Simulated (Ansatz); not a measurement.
Species: AlNOH₄, charge 0, singlet. AlNOH4 (SMILES [NH2][AlH][OH]).
B3LYP-D3(BJ)/def2-TZVP minimum from Ansatz (a quantum-chemistry and plane-wave program):
```
Al
O 1 1.7017
H 2 0.9571 1 123.99
N 1 1.7641 2 116.64 3 180.00
H 4 1.0074 1 124.42 2 180.00
H 4 1.0079 5 110.55 1 180.00
H 1 1.5726 2 122.52 3 0.00
```
Charge 0, spin multiplicity 1.

Quantity: atomisation energy (electronic, to ground-state atoms), in kJ/mol. Open shells are spin-unrestricted; no spin-orbit coupling. CBS(X,Y): correlation extrapolated as X^-3, Hartree-Fock from the larger set. A bracket is a step between two methods taken in the basis named. The functionals are non-relativistic, so their misses hold any scalar relativity. Double hybrids freeze cores in their MP2 part. '+ core + X2C': CCSD(T) terms for core correlation (cc-pwCVTZ, 1s frozen past Ne) and scalar relativity (cc-pVTZ-DK). Where a partner has so few electrons that a lower coupled-cluster level is exact, that level stands in.

CCSD(T)/CBS(cc-pV(T+d)Z,cc-pV(Q+d)Z) + [CCSDT(Q) - CCSD(T)]/cc-pV(D+d)Z + core + X2C (Ansatz) gives 2404.2 kJ/mol.

Question: How far off this value is PBE/def2-TZVPD (Ansatz), in which direction, and which of these levels come nearer: r2SCAN/def2-TZVPD, B3LYP/def2-TZVPD, wB97M-V/def2-TZVPD, B2PLYP/def2-TZVPD, CCSD(T)/CBS(cc-pV(T+d)Z,cc-pV(Q+d)Z) + core + X2C?

Answer: PBE gives 2394.7 kJ/mol, 9.5 kJ/mol below it. Differences of the others: r2SCAN/def2-TZVPD (Ansatz) -28.2; B3LYP/def2-TZVPD (Ansatz) -30.8; wB97M-V/def2-TZVPD (Ansatz) -9.1; B2PLYP/def2-TZVPD (Ansatz) -44.0; CCSD(T)/CBS(cc-pV(T+d)Z,cc-pV(Q+d)Z) + core + X2C (Ansatz) -2.9 kJ/mol. Nearer than PBE: wB97M-V/def2-TZVPD, CCSD(T)/CBS(cc-pV(T+d)Z,cc-pV(Q+d)Z) + core + X2C.
